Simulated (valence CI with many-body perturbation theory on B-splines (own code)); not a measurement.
## Tm⁴⁶⁺ in brief

Level of theory: valence CI with perturbative core correlation (CI+MBPT): five valence electrons over a frozen Dirac-Fock core [Ar], a basis of 7 s, 7 p, 8 d, 6 f, 4 g, 1 h functions for each j, with the one-electron correlation potential Σ1 (screened to all orders), the two-electron term Σ2, the three-electron term Σ3, Breit, model QED; selected single and double excitations, second order for the rest (own B-spline code, finite nucleus).

No measured spectrum was set against this ion. As an estimate, large intervals hold to a few tenths of a per cent, small ones and those within an open d or f shell to about a per cent. Only levels of the ground parity were solved; by the run's estimate the other parity begins above the list, which can be wrong where configurations are misplaced.

Levels are named by their leading jj configuration (3d3/2^4 stands for four electrons in 3d with j = 3/2), which in mixed levels can hold well under half, so a name can repeat and another be missing.

Rates and lifetimes use the calculated energies. Strong lines usually hold to 10 to 20 %, long lifetimes can be off by a factor of two.

(1) What is the ground level?

(2) How well does LS coupling describe the low levels?

(3) What is the ionisation energy?

Answers

(1) (3d3/2^4 3d5/2) J=5/2, composition 27 % 3d5 4P + 24 % 3d5 2D + 16 % 3d5 2F, g = 1.323.

(2) Among the lowest 20 levels the leading LS term, summed over configurations, holds 48 % on average. For single configurations the figures are 48 % in LS and 96 % in jj coupling. Terms mix most in the J = 5/2 level at 0 cm⁻¹, where the leading one holds 27 %.

(3) 3895 eV; NIST lists 3895 ± 4 eV (theoretical).
